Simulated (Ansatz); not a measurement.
This geometry of AlCl3FH (6 atoms, charge 0, multiplicity 1) is a first-order saddle point.

Level of theory: Ansatz, RKS r2SCANh/6-31G*.

```xyz
6
Properties=species:S:1:pos:R:3
Al 0.018 -0.352 -0.047
Cl 0.019 0.059 2.233
Cl 1.822 0.203 -0.920
Cl -1.813 0.134 -0.906
F 0.053 -1.988 0.640
H 0.047 -1.353 1.741
```

(1) Which two structures does it join? (They come from a converged band through this point; their orientation in space is the band's.)

(2) How far does it lie above each of them?

## Answers

(1) Bonds broken: F5–H6. Bonds formed: Cl2–H6.

First end point:

```xyz
6
Properties=species:S:1:pos:R:3
Al 0.013 -0.079 0.119
Cl 0.009 0.442 2.184
Cl 1.812 0.150 -0.916
Cl -1.801 0.071 -0.903
F 0.056 -1.978 0.652
H 0.056 -1.901 1.605
```

Last end point:

```xyz
6
Properties=species:S:1:pos:R:3
Al 0.020 -0.521 -0.261
Cl 0.017 -0.012 2.215
Cl 1.803 0.358 -0.902
Cl -1.801 0.284 -0.892
F 0.057 -2.118 0.176
H 0.050 -1.288 2.405
```

(2) 0.258 eV above the first and 0.184 eV above the second. This is the barrier of this one path; another mechanism may lie lower. The orbitals stay closed-shell, which can raise the energy where a bond breaks towards radicals; this wasn't checked here.

Time of the run: 2 min on 2 threads of Intel(R) Xeon(R) 6975P-C (Granite Rapids) (shared host), peak memory 0.24 GiB.
